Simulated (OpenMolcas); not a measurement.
# Ne²⁺: from CASSCF to CASPT2

```
Program             : OpenMolcas 26.06
Basis               : ANO-R1 [3s2p1d]
Scalar Hamiltonian  : X2C, finite nucleus
Active space        : 4 electrons in 3 orbitals (2p)
State averaging     : 2S+1 = 3 even, 3 roots; 2S+1 = 1 even, 6 roots
Spin-orbit coupling : RASSI with atomic mean-field integrals over the reference wave functions, term energies averaged over their components
```

Methods on the same reference wave functions:
A. CASSCF
B. SS-CASPT2, IPEA 0.25 Eh, imaginary shift 0.1 Eh (closed shells correlated: 1s 2s)

Energies in cm-1 above 2s2 2p4 3P2, the measured ground level; measured values from Moore, Atomic Energy Levels, vol. I, NSRDS-NBS 35 (1971 reprint of NBS Circular 467, 1949).

```csv
Level,A,B,Measured
2s2 2p4 3P2,0.0,0.0,0.0
2s2 2p4 3P1,624,624,650
2s2 2p4 3P0,922,920,927
2s2 2p4 1D2,27788,26780,25841
2s2 2p4 1S0,68780,59850,55747
```

Deviations, from unrounded energies. A percentage is the sum of absolute deviations over the sum of measured energies, with the sign that they share, or ± where signs differ.

```
                        Against measurement  Levels      A     B
             mean absolute deviation (cm-1)       4   3800  1300
      fine structure of the ground term (%)       2   -2.0  -2.0
other terms of the ground configuration (%)       2  +18.4  +6.2
```

B lies closest to measurement on these levels. The largest miss of B in the table is 2s2 2p4 1S0, by +4100 cm-1. The ranking rests on the paired levels alone, and a cruder setting can come out closer through cancelling errors.

From A to B the spin-free energies of the other terms of 2s2 2p4 shown, above 3P, scale by factors of 0.87 to 0.96.

The lowest spin-free term lies below A's lowest term by 0.095 hartree in B.

CASPT2 does not keep the components of a term degenerate, so their means are used; among the terms shown or strongly mixed into the levels shown the widest spread is 61 cm-1 (2s2 2p4 1D, B). With the s shell closed, the reference lacks s² → p² mixing. Computed and measured levels are paired by configuration, term and J; levels that our copy of the source lacks, or whose pairing is in doubt (as where it misses far off the trend of its configuration), stay unpaired and out of the deviations. Levels of configurations outside the active space are missing.
